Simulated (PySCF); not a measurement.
Compound: C7H7FS (charge +1 and doublet state).
SMILES with atom numbers: `[CH3:1][C+:2]=[C:3][CH2:4][CH2:5][C:6]([F:7])=[C:8]=[S:9]` (hydrogens: H10, H11, H12 on C1; H13, H14 on C4; H15, H16 on C5)

Geometry (GFN2-xTB, Å), atoms numbered from 1 in this order:
```xyz
16
C7H7FS angstrom
C      2.9374   -0.0873    1.2545
C      1.8397    0.3121    0.4382
C      0.9235    0.6648   -0.2730
C     -0.1869    1.0411   -1.0995
C     -1.2855   -0.0684   -1.1599
C     -1.8838   -0.2684    0.1808
F     -1.0914   -0.8557    1.0778
C     -3.0940    0.1570    0.5389
S     -4.5277    0.6133    0.8638
H      3.1098    0.6345    2.0521
H      2.7277   -1.0643    1.6960
H      3.8381   -0.1863    0.6455
H     -0.6213    1.9800   -0.7463
H      0.1667    1.1814   -2.1254
H     -0.8106   -1.0004   -1.4755
H     -2.0493    0.2230   -1.8791
```

The hyperfine couplings belong to this conformer and change with its torsions.

Theory: UKS B3LYP, pcH-1 on C F H S, non-relativistic, mean-field spin-orbit, GIAO (PySCF 2.14.0). One conformer (not necessarily the lowest) at the GFN2-xTB geometry, without solvent, vibrations or thermal averaging. A GFN2-xTB geometry isn't a minimum of the functional, and hyperfine couplings can be far from their values at a DFT geometry, by a factor of two or more for some ions and for spin on atoms past the first row. Stability of the SCF solution: not tested.

Principal values of hyperfine tensors in MHz (contact, dipolar and spin–orbit terms together), for some of the nuclei:

```
atom  isotope      A1      A2      A3
  F7      19F  -76.87  -58.65  367.85
 H11       1H   37.79   39.17   42.20
 H12       1H   21.65   22.49   25.93
 H15       1H   19.85   21.04   25.45
  C6      13C   -7.44   -5.24   67.68
  C8      13C  -30.39  -21.40    0.72
  C4      13C    4.20    4.77   20.75
  S9      33S  -31.65  -23.98   78.00
```

Q: Split each tensor into its isotropic and traceless parts, and turn a_iso into mT with g = 2.0030.

A: a_iso is a third of the trace, T = A − a_iso, and a(mT) = a(MHz)/(g × 13.996). The tensors hold a spin–orbit part: the run splits a_iso into a_FC + a_SO, and T includes its anisotropic share.

```
atom  a_iso (MHz)    a_FC   a_SO  a_iso (mT)       T1       T2      T3
  F7        77.44   75.62   1.83       2.762  -154.32  -136.10  290.41
 H11        39.72   39.72   0.00       1.417    -1.93    -0.55    2.48
 H12        23.35   23.35   0.00       0.833    -1.71    -0.87    2.58
 H15        22.11   22.11   0.01       0.789    -2.27    -1.07    3.34
  C6        18.33   18.41  -0.07       0.654   -25.78   -23.57   49.35
  C8       -17.02  -16.46  -0.56      -0.607   -13.37    -4.38   17.74
  C4         9.91    9.88   0.03       0.353    -5.71    -5.13   10.84
  S9         7.45    8.11  -0.65       0.266   -39.10   -31.44   70.54
```

Q: What spin density at the nucleus of H15 lies behind its contact coupling (g_N = 5.58569)?

A: a_FC = (2μ0/3) gₑ μB g_N μN ρ(0)/(2S·h) = 800.24 MHz × g_N × ρ(0)/(2S), with ρ in bohr⁻³. With a_FC = 22.11 MHz and 2S = 1, ρ(0) = 0.004946 bohr⁻³. In magnitude that is 1.6 % of the 1/π = 0.318 of a free hydrogen atom.

Q: H14 (1H, g_N = 5.58569) isn't in the table. Its spin density at the nucleus is 0.01025 bohr⁻³. What is its contact coupling?

A: By the same relation, a_FC = 45.8 MHz. Its full tensor has the principal values 43.34, 43.99, 50.06 MHz.

Q: Name the largest traceless tensor T of the table and describe it.

A: F7: -154.3, -136.1, 290.4 MHz (the dipolar term alone has -153.9, -138.5, 292.4), nearly axial, close to the ratio −1:−1:+2.

Q: In a single crystal, with the field along each principal axis of the tensor of F7 in turn, what first-order splitting does this nucleus give (isotropic g, quadrupole terms neglected)?

A: 2 lines (I = 1/2), spaced by |A_i|/(g × 13.996): 2.74, 2.09, 13.12 mT along the axes of A1, A2 and A3.

The SMILES draws the unpaired electron on C3; the largest computed Mulliken spin population is on S9 (0.38 against 0.09).
